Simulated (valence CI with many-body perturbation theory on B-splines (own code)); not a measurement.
# Ce LIV: what each term of the Hamiltonian does

Calculated by configuration interaction combined with many-body perturbation theory (CI+MBPT): three valence electrons over a frozen Dirac-Fock core [He], a basis of 11 s, 11 p, 9 d, 7 f, 5 g, 2 h, 1 i functions for each j, with the one-electron correlation potential Σ1 (screened to all orders), the two-electron term Σ2, the three-electron term Σ3, Breit, model QED; selected single and double excitations, second order for the rest (own B-spline code, finite nucleus).

No measured spectrum was set against this ion. As an estimate, large intervals hold to a few tenths of a per cent, small ones and those within an open d or f shell to about a per cent.

Each rung adds one term. CI alone is the Dirac-Coulomb CI over the frozen core; QED comes last and gives the full result, which names the levels. Energies are above (2s^2 2p1/2) J=1/2 on the same rung, in eV.

Levels are named by their leading jj configuration (3d3/2^4 stands for four electrons in 3d with j = 3/2), which in mixed levels can hold well under half, so a name can repeat and another be missing. Letters in brackets count levels of one name in rising energy.

```
                     Level  CI alone    + Σ1    + Σ2    + Σ3  + Breit    Full
        (2s 2p1/2^2) J=1/2     182.0   181.7   181.6   181.6    190.1   182.4
        (2s^2 2p3/2) J=3/2     498.0   498.1   498.1   498.1    490.1   490.8
(2s 2p1/2 2p3/2) J=3/2 [a]     624.9   624.8   624.7   624.7    624.9   618.0
    (2s 2p1/2 2p3/2) J=5/2     663.8   663.7   663.6   663.6    658.8   651.9
    (2s 2p1/2 2p3/2) J=1/2     712.6   712.4   712.1   712.1    712.7   705.7
(2s 2p1/2 2p3/2) J=3/2 [b]     716.2   716.0   715.8   715.7    713.4   706.4
     (2p1/2^2 2p3/2) J=3/2     908.3   907.9   907.5   907.4    914.4   899.8
        (2s 2p3/2^2) J=5/2    1143.5  1143.5  1143.4  1143.4   1132.9  1126.8
        (2s 2p3/2^2) J=1/2    1219.1  1219.0  1218.9  1218.9   1213.4  1207.2
        (2s 2p3/2^2) J=3/2    1223.8  1223.8  1223.5  1223.4   1214.4  1208.2
     (2p1/2 2p3/2^2) J=3/2    1370.9  1370.6  1370.2  1370.1   1369.4  1355.5
     (2p1/2 2p3/2^2) J=5/2    1396.3  1396.0  1395.6  1395.6   1390.1  1376.1
     (2p1/2 2p3/2^2) J=1/2    1431.6  1431.3  1431.0  1430.9   1431.8  1417.9
           (2p3/2^3) J=3/2    1903.3  1903.1  1902.8  1902.7   1894.0  1880.9
           (2s^2 3s) J=1/2    6093.6  6094.0  6093.9  6093.9   6081.6  6083.7
        (2s^2 3p1/2) J=1/2    6156.2  6156.5  6156.5  6156.4   6146.4  6146.2
   (2s 2p1/2 3s) J=1/2 [a]    6216.8  6216.9  6216.9  6216.8   6211.8  6206.5
       (2s 2p1/2 3s) J=3/2    6238.6  6238.7  6238.6  6238.5   6231.2  6226.0
   (2s 2p1/2 3s) J=1/2 [b]    6260.7  6260.8  6260.7  6260.7   6254.7  6249.2
```

How does the ionisation energy move along the ladder, and which term matters most?

CI alone 10849, + Σ1 10849, + Σ2 10849, + Σ3 10849, + Breit 10835, + QED 10835 eV. The largest step is Breit, -15 eV. NIST lists 10840 ± 5 eV (theoretical).
